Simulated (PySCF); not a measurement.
Compound: C6H8N2S.
Geometry (PBE0-D3(BJ)/def2-SVP, Å), atoms numbered from 1 in this order:
```xyz
17
C6H8N2S angstrom
C     -2.3717    0.7957   -0.6606
C     -1.9010   -0.4236    0.0696
S     -2.9302   -1.5945    0.5684
C     -0.4660   -0.5103    0.3188
C      0.2621   -1.5286    0.9882
C      1.5674   -1.1015    0.9402
N      1.5659    0.0914    0.2801
C      2.7091    0.9078   -0.0423
N      0.3579    0.4589   -0.1002
H     -2.1164    1.6995   -0.0842
H     -3.4540    0.7510   -0.8261
H     -1.8419    0.8920   -1.6214
H     -0.1474   -2.4309    1.4334
H      2.4892   -1.5398    1.3171
H      2.3335    1.8570   -0.4399
H      3.3403    0.4210   -0.8013
H      3.3105    1.1003    0.8576
```

Linear response at CAM-B3LYP/def2-SVPD (PySCF, frozen core in the response, non-relativistic). The structure is a single PBE0-D3(BJ)/def2-SVP conformer in the gas phase; no vibrational or solvent corrections.

Static isotropic polarisability: 112.56 au (16.68 Å³), principal values 68.7, 106.3, 162.7 au.

(1) What is the polarisability at 1064 nm and at the sodium D line?

(2) What is the isotropic C6 coefficient between two such molecules, C6 = (3/π)∫α(iω)² dω?

(3) Which effective excitation energy ω̄ makes London's formula C6 = (3/4)α²ω̄ exact here?

(4) The lowest 6 singlets have (eV, f): 2.39, 0.000; 4.47, 0.397; 5.10, 0.028; 5.67, 0.002; 6.16, 0.023; 6.27, 0.107. What share of the static polarisability do they carry in the sum over states α = Σ f/ω²?

(5) What three-body coefficient follows from the one-pole estimate C9 = (3/4)·α·C6?

(6) How anisotropic is the static polarisability, by Δα² = ½[(α1 − α2)² + (α2 − α3)² + (α3 − α1)²]?

(7) How many electrons N does the Slater–Kirkwood formula C6 = (3/4)·√N·α^(3/2) need to give this C6?

Results:

(1) 114.58 au at 1064 nm (+1.8 %), 120.00 au at 589.3 nm (+6.6 %). The lowest singlet lies at 518 nm (f = 0.000), near or inside this range; the response is undamped and has a pole at each allowed excitation.

(2) 4415 au (Eh·bohr⁶) by a ten-point quadrature over imaginary frequencies, which is 2640 eV·Å⁶ or 255 J·nm⁶/mol.

(3) ω̄ = 4·C6/(3α²) = 0.465 Eh = 12.6 eV.

(4) 18.01 au, 16.0 % of α; the largest term, 14.68 au, is that of the state at 4.47 eV. Their oscillator strengths add up to 0.56. Higher states carry the rest.

(5) 373000 au. This is an estimate from the two numbers above, not a computed integral.

(6) Δα = 82.0 au, or 0.73 of the isotropic value.

(7) N = (4·C6/3)²/α³ = 24.3; the species has 74 electrons in all.

Rough CPU time on one thread of a shared machine: about 2.6 min. This is the whole response run at CAM-B3LYP/def2-SVPD, SCF included.
